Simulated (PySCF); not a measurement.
**How exact exchange moves a shielding**

Molecule: Methyldichlorosilane (C[SiH](Cl)Cl, CH$_{4}$Cl$_{2}$Si).

Mapped SMILES: `[CH3:1][SiH:2]([Cl:3])[Cl:4]` (H(Xn): hydrogen on atom n).

GIAO shieldings (ppm, equivalent atoms averaged) in PySCF on the PBE0-D3(BJ)/def2-SVP geometry, basis pcSseg-2, gas phase, non-relativistic:

```csv
functional,exact exchange (%),σ(C1),σ(Si2),σ(Cl3/Cl4)
BLYP,0,166.5,286.9,829.5
BP86,0,171.0,297.0,838.0
PBE,0,171.2,298.3,837.2
B3LYP,20,171.4,302.9,854.5
mPW1PW91,25,176.2,317.0,869.2
BHandHLYP,50,177.3,327.3,886.1
HF,100,185.8,372.1,932.8
```

**Question.** Fit each shielding as a line in the percentage of exact exchange.

**Answer.** σ(C1) = 169.7 + 0.16 x (rms 1.8 ppm); σ(Si2) = 293.1 + 0.77 x (rms 4.7 ppm); σ(Cl3/Cl4) = 836.6 + 0.98 x (rms 4.2 ppm). The functionals also differ in their semilocal parts, which the line can't hold; Hartree–Fock has no correlation at all.

**Question.** What does the line predict for PBE0 (25 %), and what does the run give?

**Answer.** σ(C1): 173.7 predicted, 176.8 computed; σ(Si2): 312.4 predicted, 318.1 computed; σ(Cl3/Cl4): 861.1 predicted, 868.6 computed ppm.
